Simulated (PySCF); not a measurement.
# Reading the logs of faulty runs: BC2H8Si cation

All numbers below are calculated, not measured. They come from PySCF 2.14.0, an open-source quantum chemistry program, on an isolated molecule that a program drew, which may never have been made. The molecule is BC2H8Si cation (charge +1, singlet), drawn as the SMILES string `CBC[SiH2+]`.

Each row is a Hartree-Fock (HF) and frozen-core CCSD(T) single point in the cc-pV(D+d)Z basis, meant for a local HF minimum. Run 1 is clean. Each other run has one planted mistake out of seven kinds, and not every kind appears here: one electron removed, one electron added, multiplicity raised by two, geometry at a saddle point, minimal basis STO-3G, one bond length entered in bohr, all coordinates scaled. The reference is restricted for singlets and unrestricted otherwise, and also for a bond in bohr. Adding or removing an electron swaps singlet and doublet. Electrons count all cores. HOMO and LUMO are orbital energies over both spins, the gradient is its largest component, and the lowest frequency (negative if imaginary) is given only where the gradient is small. Bond lengths are over the 11 bonds as drawn. T1 is the CCSD diagnostic: over 0.02 (restricted) or 0.045 (unrestricted) a single reference is doubtful.

Geometry of the clean run:
```xyz
12
BC2H8Si cation, angstrom
C    -0.4023    0.6566   -3.8012
B     0.5268    0.5646   -2.5559
C    -0.0782    0.2862   -1.0672
Si    1.0471   -0.6868   -0.0482
H    -0.0681    1.4247   -4.5018
H    -1.4613    0.7927   -3.5800
H    -0.2951   -0.3005   -4.3355
H     1.7176    0.6949   -2.6470
H    -0.0717    1.3120   -0.6580
H    -1.0994   -0.0945   -1.0760
H     2.3069   -0.1188    0.4315
H     0.8001   -2.0912    0.2815
```

```
run  electrons  basis functions  <S^2>  HOMO (eV)  LUMO (eV)  gradient (hartree/bohr)  lowest frequency (cm^-1)  mean bond (Å)  longest bond (Å)      T1  HF (hartree)  CCSD(T) (hartree)                     mistake
  1         38              105  0.000     -16.89      -5.19                  1.0e-05                        66         1.3269             1.803  0.0127    -393.74051         -394.26393                    no fault
  2         38              105  2.028     -12.45      -8.49                  7.2e-02                         -         1.3269             1.803  0.0364    -393.58528         -394.10277  multiplicity raised by two
  3         37              105  0.761     -23.46     -13.58                  1.1e-01                         -         1.3269             1.803  0.0256    -393.18045         -393.67637                           ?
  4         38              105  0.000     -17.21      -5.09                  3.4e-02                         -         1.2752             1.733  0.0122    -393.72356         -394.24133                           ?
```

**Which mistake was planted in run 3, and what did it cost?**

It counts 37 electrons, one fewer than the clean run, at the same geometry and basis. So the mistake is: one electron removed. Subtracting run 1 and multiplying by 627.51 kcal/mol a hartree, the energy moved by 351.4 kcal/mol in HF and 368.7 kcal/mol in CCSD(T).

**Which mistake was planted in run 4, and what did it cost?**

The mean and the longest bond both change by the same factor, 0.961, and the gradient is no longer small. So the mistake is: all coordinates scaled. Subtracting run 1 and multiplying by 627.51 kcal/mol a hartree, the energy moved by 10.6 kcal/mol in HF and 14.2 kcal/mol in CCSD(T).

